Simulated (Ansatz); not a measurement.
```yaml
crystal:
  periodic: [false, false, false]
  atoms:
    - {symbol: C, position_ang: [0.149982, -2.208408, 2.083786]}
    - {symbol: C, position_ang: [0.340317, -1.122015, 1.006805]}
    - {symbol: C, position_ang: [0.448371, -0.185929, 0.204001]}
    - {symbol: B, position_ang: [0.585660, 0.981189, -0.572664]}
    - {symbol: O, position_ang: [1.453742, 1.778015, -0.927072]}
    - {symbol: Si, position_ang: [-1.096377, 1.571268, -1.718449]}
    - {symbol: H, position_ang: [1.078549, -2.800864, 1.698597]}
    - {symbol: H, position_ang: [-0.585974, -2.760090, 1.768549]}
    - {symbol: H, position_ang: [0.129325, -1.865768, 2.934139]}
    - {symbol: H, position_ang: [2.342916, 1.393238, -0.538747]}
    - {symbol: H, position_ang: [-1.676707, 0.499410, -2.449328]}
    - {symbol: H, position_ang: [-0.927441, 2.656374, -2.598186]}
    - {symbol: H, position_ang: [-2.374850, 1.921126, -0.743882]}
basis:
  gaussian: {orbitals: ANO-RCC-VTZP, point_charges: [{charge: 0.50, position_ang: [6.098, -0.881, 0.285]}]}
hamiltonian: {xc: {name: RPBE}, dispersion: d4}
accuracy: high
scf: {lower_state_search: light}
output: {forces: true}
```

```sh
$ ansatz run in.yaml --threads 4 --pin off --events-out ev --progress --plain --max-ram 10444MiB
```

Shortened log:

```
Functional definition: RPBE
5368 factors; integrals over basis functions are off by at most 3.5e-9 eV
mean field evaluation 1: about -13830.5178 eV, gradient 8.1e1 eV
mean field evaluation 2: about -13808.8665 eV, gradient 1.3e2 eV
mean field evaluation 4: about -13843.7218 eV, gradient 1.8e1 eV
mean field evaluation 8: about -13844.5633 eV, gradient 7.4e-1 eV
mean field evaluation 16: about -13844.5660 eV, gradient 2.2e-4 eV
mean field -13844.56603063 eV, -508.7784174419 hartree, gradient 7.2e-8 eV, S^2 0.000000; 0 other end points of the search recorded, 0 dependent functions left out
reference -13844.56603853 eV, -508.7784177322 hartree; 26, 26 occupied and 256, 256 virtual orbitals, 5368 factors
Total energy: -13845.48302241 eV, -508.8121162681 hartree
Relativity: scalar
Atom 0 at     0.149982    -2.208408     2.083786 Å, force     6.245363    -0.128078   -11.245138 eV/Å
Atom 1 at     0.340317    -1.122015     1.006805 Å, force    -0.793779     0.428218     1.016556 eV/Å
Atom 2 at     0.448371    -0.185929     0.204001 Å, force     0.584613    -3.628368     2.969654 eV/Å
Atom 3 at     0.585660     0.981189    -0.572664 Å, force    -8.024444    -1.630826    -1.569335 eV/Å
Atom 4 at     1.453742     1.778015    -0.927072 Å, force     8.985778     3.408206    -0.509988 eV/Å
Atom 5 at    -1.096377     1.571268    -1.718449 Å, force    -1.618555    -0.359410     3.348478 eV/Å
Atom 6 at     1.078549    -2.800864     1.698597 Å, force    -0.967523     0.272396     1.778922 eV/Å
Atom 7 at    -0.585974    -2.760090     1.768549 Å, force    -4.707409    -3.183432    -1.205089 eV/Å
Atom 8 at     0.129325    -1.865768     2.934139 Å, force     0.085138     3.361160     9.110557 eV/Å
Atom 9 at     2.342916     1.393238    -0.538747 Å, force    -1.073430     1.431775    -0.785267 eV/Å
Atom 10 at    -1.676707     0.499410    -2.449328 Å, force    -0.430511    -1.303968    -0.958788 eV/Å
Atom 11 at    -0.927441     2.656374    -2.598186 Å, force     0.420437     1.486599    -1.100639 eV/Å
Atom 12 at    -2.374850     1.921126    -0.743882 Å, force     1.273139    -0.143830    -0.848926 eV/Å
Dipole moment:     0.407041    -0.531140     0.513380 e Å
```

Run time 2.3 min (4 threads of an Intel Xeon 6975P-C on a shared host); peak host memory 3 GiB.
